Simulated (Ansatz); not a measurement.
`Cl[SiH2]Cl` + `F[Si](S)(Cl)Cl` → `F[Si](Cl)(Cl)S[SiH2]Cl` + HCl  (ligand exchange at the Si–Cl bond)

Program: Ansatz. Geometries: PBE0-D4/def2-TZVP. ΔE: electronic, gas phase. CCSD(T)/CBS adds triple-zeta CCSD(T) − MP2 to the extrapolated MP2 energy (def2 sets, frozen cores). This one scheme is used for every species. DFT in def2-TZVPP. Each species was taken in one conformer, which may not be the lowest.

```json
{"level": "PBE0-D4", "ΔE (eV)": "0.28"}
{"level": "PBE", "ΔE (eV)": "0.36"}
{"level": "PBE0", "ΔE (eV)": "0.37"}
{"level": "CCSD(T)/def2-TZVPP", "ΔE (eV)": "0.32"}
```

(1) What does CCSD(T)/CBS give? (Estimate.)

Largest T1 diagnostic among the species: 0.011.

## Answers

(1) Computed: +0.31 eV. The listed levels differ from it by -0.03, 0.05, 0.06, 0.01 eV.

In def2-TZVPP, CCSD(T) changes the Hartree–Fock value by −0.21 eV (the triples alone add −0.04 eV) and MP2 by −0.23 eV. The D4 term adds −0.15 eV with B3LYP and −0.09 eV with PBE0; it sums over pairs of atoms, weighted by their polarisabilities, and B3LYP, whose exchange is more repulsive, gets the larger term.

B3LYP here is the variant with VWN-RPA as its local correlation; programs differ in this.
